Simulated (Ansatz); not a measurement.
System: sum formula HSO3 (charge -1, singlet). It need not be the lowest isomer of its formula. 
Coordinates optimised at B3LYP-D3(BJ)/def2-TZVP (Ansatz, a program for electronic structure):
```xyz
5

S     -0.0978    -0.0981     0.0970
O      0.6836     0.6727     1.0616
O      0.6791    -1.0538    -0.6894
O     -1.0557     0.6889    -0.6765
H     -0.8906    -0.8931     0.8828
```
Charge -1, spin multiplicity 1.

Quantity: vertical triplet-singlet gap (E(triplet) - E(singlet); each state is the SCF solution reached for its spin; the molecule has degenerate orbitals, so one determinant may break the symmetry; the UHF <S^2> is 2.11 for the triplet (pure: 2.00); for the triplet the Hartree-Fock reference is unstable and T1 is 0.028), in eV. Valence correlation only, unless marked. UHF or UKS for open shells. No spin-orbit coupling. Non-relativistic. Anions need diffuse functions: aug- sets have them; def2-D sets add few. CBS marks a two-point X^-3 extrapolation of the correlation energy; Hartree-Fock from the larger set.

```csv
level,program,vertical triplet-singlet gap (eV)
HF/aug-cc-pV(T+d)Z,Ansatz,4.93
HF/aug-cc-pV(Q+d)Z,Ansatz,4.84
SVWN5/def2-TZVPD,Ansatz,5.16
PBE/def2-TZVPD,Ansatz,4.90
r2SCAN/def2-TZVPD,Ansatz,5.12
B3LYP/def2-TZVPD,Ansatz,5.30
PBE0/def2-TZVPD,Ansatz,5.32
BHLYP/def2-TZVPD,Ansatz,5.72
CAM-B3LYP/def2-TZVPD,Ansatz,5.63
wB97M-V/def2-TZVPD,Ansatz,5.87
wB97X-V/def2-TZVPD,Ansatz,5.76
B2PLYP/def2-TZVPD,Ansatz,5.48
RI-MP2/aug-cc-pV(T+d)Z,Ansatz,6.31
RI-MP2/aug-cc-pV(Q+d)Z,Ansatz,6.32
"RI-MP2/CBS(aug-cc-pV(T+d)Z,aug-cc-pV(Q+d)Z)",Ansatz,6.39
CCSD/aug-cc-pV(D+d)Z,Ansatz,5.39
CCSD(T)/aug-cc-pV(D+d)Z,Ansatz,5.26
```
